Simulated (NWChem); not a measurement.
Molecule: CH₇NSi₂; SMILES C1[SiH2]N[SiH2]1

```xyz
11

C      0.0000     0.0000     1.3331
Si     1.3099     0.0000    -0.0542
N      0.0000     0.0000    -1.2344
Si    -1.3099     0.0000    -0.0542
H      0.0000     0.9013     1.9766
H      0.0000    -0.9013     1.9766
H      2.2053    -1.2151    -0.0949
H      2.2053     1.2151    -0.0949
H      0.0000     0.0000    -2.2548
H     -2.2053     1.2151    -0.0949
H     -2.2053    -1.2151    -0.0949
```
Atoms are numbered in this order, from 1.

Level: PBE-D3(BJ)/def2-SVP (NWChem), optimised geometry, unscaled harmonic frequencies. 

Question: List the harmonic frequencies with IR intensities, and the thermochemistry.

Answer: 
```tsv
frequency (cm⁻¹)	IR intensity (km/mol)
120	0.1
405	38.4
455	0.1
492	0.0
497	68.7
619	6.5
653	56.1
657	0.0
668	0.0
716	36.7
743	53.4
798	12.4
799	53.0
914	0.0
921	0.1
925	250.0
961	313.1
989	47.3
1035	141.6
1329	10.9
2126	349.7
2128	0.0
2129	345.4
2138	0.6
3031	0.7
3097	0.0
3565	30.5
```

```
Quantity                                                                            Value
-----------------------------------------------------------------------  ----------------
zero-point energy                                                           47.0 kcal/mol
thermal correction to the enthalpy at 298.15 K (with zero-point energy)     51.2 kcal/mol
heat capacity Cv                                                         22.5 cal/(mol K)
entropy at 298.15 K and 1 atm (symmetry number 2)                        72.9 cal/(mol K)
dipole moment                                                                      0.39 D
```

Rigid rotor and harmonic oscillator.
